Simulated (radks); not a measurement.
Results of a calculation; reference values are marked as such.
Neutral bromine, 35 electrons, occupied as [Ar] 3d10 4s2 4p5. Code: a radial shooting solver on a logarithmic mesh with Libxc functionals. Model: scalar-relativistic Kohn-Sham, PBE, spin-polarised, spherical densities, finite nucleus; open shells are filled with parallel spins first; Fermi nuclear charge, rms radius 4.1629 fm. Some entries of the table are withheld. Estimate them.

| orbital | occ. | eigenvalue (Ry) | <1/r> (bohr^-1) | <r^2> (bohr^2) |
|---|---|---|---|---|
| 1s up | 1 | -978.8468 | 35.66 | 0.002461 |
| 1s down | 1 | -978.8425 | 35.66 | 0.002461 |
| 2s up | 1 | -127.3777 | 7.897 | 0.04236 |
| 2s down | 1 | -127.3754 | 7.897 | 0.04236 |
| 2p up | 3 | -112.3469 | 7.729 | 0.03350 |
| 2p down | 3 | -112.3428 | 7.729 | 0.03350 |
| 3s up | 1 | -17.49852 | 2.593 | 0.3498 |
| 3s down | 1 | -17.49303 | 2.593 | 0.3498 |
| 3p up | 3 | -12.75239 | (1) | 0.3729 |
| 3p down | 3 | -12.74622 | (2) | 0.3727 |
| 3d up | 5 | -4.90552 | (3) | 0.4334 |
| 3d down | 5 | -4.89759 | (4) | 0.4319 |
| 4s up | 1 | -1.50623 | 0.7930 | 3.218 |
| 4s down | 1 | -1.44855 | 0.7941 | 3.226 |
| 4p up | 3 | -0.60301 | 0.6310 | (5) |
| 4p down | 2 | -0.54775 | 0.6261 | (6) |

Answer. 
(1) 3p up <1/r> (bohr^-1): 2.440
(2) 3p down <1/r> (bohr^-1): 2.441
(3) 3d up <1/r> (bohr^-1): 2.151
(4) 3d down <1/r> (bohr^-1): 2.153
(5) 4p up <r^2> (bohr^2): 5.168
(6) 4p down <r^2> (bohr^2): 5.320
